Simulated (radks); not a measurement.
Question: Radial electron density D(r) = 4 pi r^2 rho(r) of an atom or ion with 13 electrons. All-electron calculation, Dirac Kohn-Sham, PBE, spin-unpolarised, spherical densities, finite nucleus; Fermi nuclear charge, rms radius of each element as measured or else 0.836 A^(1/3) + 0.57 fm. Program: a radial shooting solver on a logarithmic mesh with Libxc functionals.

| r (bohr) | D(r) (e/bohr) |
|---|---|
| 0.007543 | 1.855 |
| 0.008505 | 2.278 |
| 0.009589 | 2.785 |
| 0.01073 | 3.347 |
| 0.01209 | 4.054 |
| 0.01363 | 4.882 |
| 0.01525 | 5.771 |
| 0.0172 | 6.856 |
| 0.01939 | 8.077 |
| 0.02169 | 9.332 |
| 0.02445 | 10.78 |
| 0.02757 | 12.32 |
| 0.03083 | 13.78 |
| 0.03477 | 15.32 |
| 0.0392 | 16.77 |
| 0.04384 | 17.94 |
| 0.04943 | 18.92 |
| 0.05574 | 19.52 |
| 0.06234 | 19.68 |
| 0.07029 | 19.39 |
| 0.07925 | 18.65 |
| 0.08864 | 17.61 |
| 0.09995 | 16.27 |
| 0.1127 | 14.93 |
| 0.126 | 13.88 |
| 0.1421 | 13.21 |
| 0.1602 | 13.17 |
| 0.1792 | 13.75 |
| 0.2021 | 14.95 |
| 0.2278 | 16.49 |
| 0.2548 | 17.90 |
| 0.2873 | 18.97 |
| 0.324 | 19.22 |
| 0.3624 | 18.52 |
| 0.4086 | 16.75 |
| 0.4606 | 14.16 |
| 0.5152 | 11.36 |
| 0.5809 | 8.416 |
| 0.655 | 5.950 |
| 0.7326 | 4.317 |
| 0.826 | 3.320 |
| 0.9314 | 2.939 |
| 1.042 | 2.887 |
| 1.175 | 2.869 |
| 1.324 | 2.684 |
| 1.481 | 2.305 |
| 1.67 | 1.744 |
| 1.883 | 1.160 |
| 2.106 | 0.7005 |
| 2.375 | 0.3546 |
| 2.677 | 0.1532 |
| 2.995 | 0.05966 |
| 3.377 | 0.01797 |
| 3.807 | 0.004365 |
| 4.258 | 0.0009419 |
| 4.801 | 0.0001419 |

What is the nuclear charge?

Answer: Z = 17. The innermost maximum, from 1s, lies near gamma/Z bohr with gamma = sqrt(1 - (Z/c)^2) = 0.992, here 0.0584 bohr (found: 0.0618), and its height grows with Z. The density is that of the chlorine ion Cl4+ in [Ne] 3s2 3p1; the configuration itself is not fixed sharply by these data, and Z only to about a unit. D(r) has 3 maxima, at r = 0.0618, 0.314, 1.09 bohr, and minima at 0.152, 1.03 bohr, inside which lie 2.17, 10.60 electrons.
